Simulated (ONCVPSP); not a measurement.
**LDA (Perdew-Wang 92) ONCV dataset for molybdenum (Mo), scalar-relativistic all-electron reference.**

* Element: molybdenum (Mo)
* Generator: ONCVPSP 4.0.1
* Type: optimised norm-conserving Vanderbilt (ONCV)
* Functional: LDA (Perdew-Wang 92)
* Relativity: scalar-relativistic
* Frozen core: [Ar] 3d10
* Valence charge: 14
* Reference configuration: 4s2 4p6 4d3 (charge +3)
* Partial waves: 4s: rc 1.80 bohr, ncon 4, nbas 7, qcut 8.2 1/bohr, 1 projector; 4p: rc 1.75 bohr, ncon 3, nbas 7, qcut 7.7 1/bohr, 2 projectors, debl 0.7 Ha; 4d: rc 2.10 bohr, ncon 4, nbas 9, qcut 9.8 1/bohr, 2 projectors, debl 1.8 Ha
* Local potential: polynomial inside 1.55 bohr (lpopt 5, dvloc0 -1 Ha)
* Core correction: Teter function, fcfact 2.75, rcfact 1.3

In the p channel the program set the typed energies aside and used -2.578, 0.250 Ha.

All-electron outer shells of the reference configuration (LDA (PZ), scalar-relativistic, ld1.x):

| shell | level (eV) | outermost node (bohr) | outermost maximum (bohr) |
| --- | --- | --- | --- |
| 4s | -96.38 | 0.51 | 0.99 |
| 4p | -70.13 | 0.52 | 1.06 |
| 4d | -33.11 | 0.52 | 1.32 |

Calculated quality:

```json
{"Cutoffs needed": "22 Ha and 27 Ha (the cutoffs (Ha) at which the residual kinetic energy of the hardest occupied pseudo-wave falls to 1 and 0.1 mHa per electron)", "Ghost test": "no bound ghost flagged; no localised positive-energy state flagged", "Largest excitation error": "+982 meV (all-electron minus pseudo) for 4s2 4p6 4d4 5s2, out of 4 test configurations", "rms error of d²Exc/dni dnj": "5.00 mHa without and 1.74 mHa with the model core"}
```

Generation and tests took about 3.5 s on one core of a shared server CPU.
